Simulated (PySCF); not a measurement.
# Levels of N(4+) from EOM-EA-GCCSD

Reference: closed-shell N(5+), 1s2; one electron is added. Calculated with PySCF 2.14, two-component X2C-1e with screened spin-orbit coupling, an uncontracted even-tempered set (17 s from 0.14 bohr⁻², ratio 2.6; 10 p from 0.18 bohr⁻², ratio 2.6; 7 d from 0.19 bohr⁻², ratio 2.8; 3 f from 12 bohr⁻², ratio 2.8); frozen nothing; the 28 highest virtual spinors dropped; of the others 52 kept and the rest restored at second order. No Breit or QED terms. Binding energies in eV.

| level | Koopmans | second order | EOM-CCSD |
| --- | --- | --- | --- |
| 2s1/2 | 97.761 | 97.884 | 97.889 |
| 2p1/2 | 87.688 | 87.902 | 87.908 |
| 2p3/2 | 87.646 | 87.860 | 87.866 |
| 3d3/2 | 37.790 | 37.798 | 37.799 |
| 3d5/2 | 37.787 | 37.795 | 37.795 |

Electric-dipole lines between these computed levels:

| lower | upper | ΔE (eV) | vacuum wavelength (nm) |
| --- | --- | --- | --- |
| 2s1/2 | 2p1/2 | 9.981 | 124.2 |
| 2s1/2 | 2p3/2 | 10.023 | 123.7 |
| 2p1/2 | 3d3/2 | 50.110 | 24.74 |
| 2p3/2 | 3d3/2 | 50.067 | 24.76 |
| 2p3/2 | 3d5/2 | 50.071 | 24.76 |

For comparison, the ionisation energy of N(4+) is 97.890 eV (measured; NIST Atomic Spectra Database, ionization energies).

Only part of the computed levels is shown.

The screened spin-orbit operator tends to give fine-structure splittings of light species too large.

The highest levels are limited by the diffuse functions of the basis.
